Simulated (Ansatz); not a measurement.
Ansatz (an electronic-structure program) input (HSE06/def2-TZVPD):

Ansatz 0.2 input:
```yaml
crystal:
  periodic: [false, false, false]
  atoms:
    - {symbol: B, position_ang: [-0.05895681, 0.22574592, 0.06464063]}
    - {symbol: C, position_ang: [1.47377391, -0.24914145, -0.29861359]}
    - {symbol: C, position_ang: [-1.14701401, -1.00202397, -0.05964811]}
    - {symbol: O, position_ang: [-0.37313599, 1.42873972, 0.40910875]}
    - {symbol: H, position_ang: [1.54841257, -0.64747569, -1.32159361]}
    - {symbol: H, position_ang: [1.81996142, -1.05850999, 0.36154244]}
    - {symbol: H, position_ang: [2.17828529, 0.58406399, -0.20880102]}
    - {symbol: H, position_ang: [-2.15802460, -0.66164228, 0.18658707]}
    - {symbol: H, position_ang: [-1.17043549, -1.42852828, -1.07368694]}
    - {symbol: H, position_ang: [-0.89888664, -1.83956258, 0.60944912]}
basis:
  gaussian:
    orbitals: def2-TZVPD
hamiltonian:
  xc: {name: HSE06}
total_charge: -1
output: {forces: true}
```

End of the output:

```
integrals: 0.11 GiB planned
1003 factors; their error is unknown
integrals: 0.15 GiB planned
158 factors; integrals over basis functions are off by at most 8.1e-7 eV
mean field: 1.11 GiB planned
mean field evaluation 1: about -4886.3409 eV, gradient 5.5e1 eV
mean field evaluation 2: about -4839.5309 eV, gradient 1.3e2 eV
mean field evaluation 4: about -4892.7810 eV, gradient 1.1e1 eV
mean field evaluation 8: about -4893.1806 eV, gradient 1.4e-1 eV
mean field evaluation 16: about -4893.1724 eV, gradient 1.2e-4 eV
mean field -4893.17244220 eV, -179.8207705395 hartree, gradient 6.1e-6 eV, S^2 0.000000; 0 other end points of the search recorded, 0 dependent functions left out
the calculation of the forces begins
reference -4893.17250016 eV, -179.8207726694 hartree; 16, 16 occupied and 189, 189 virtual orbitals, 1003 factors
Total energy: -4893.17250016 eV, -179.8207726694 hartree
Atom 0 at    -0.058957     0.225746     0.064641 Å, force     0.020590    -0.078839    -0.022575 eV/Å
Atom 1 at     1.473774    -0.249141    -0.298614 Å, force    -0.070521     0.023152     0.017032 eV/Å
Atom 2 at    -1.147014    -1.002024    -0.059648 Å, force     0.049429     0.057611     0.006094 eV/Å
Atom 3 at    -0.373136     1.428740     0.409109 Å, force     0.005945    -0.022765    -0.006519 eV/Å
Atom 4 at     1.548413    -0.647476    -1.321594 Å, force    -0.005025    -0.007385    -0.015333 eV/Å
Atom 5 at     1.819961    -1.058510     0.361542 Å, force    -0.000763    -0.013836     0.011085 eV/Å
Atom 6 at     2.178285     0.584064    -0.208801 Å, force     0.011969     0.034198     0.006420 eV/Å
Atom 7 at    -2.158025    -0.661642     0.186587 Å, force    -0.026914     0.023028     0.009966 eV/Å
Atom 8 at    -1.170435    -1.428528    -1.073687 Å, force     0.005515    -0.004357    -0.016294 eV/Å
Atom 9 at    -0.898887    -1.839563     0.609449 Å, force     0.009777    -0.010808     0.010124 eV/Å
Dipole moment:     0.186886    -0.715586    -0.204903 e Å
```

It need not be the lowest isomer of its formula. Whether it binds its extra electron was not tested at this geometry.
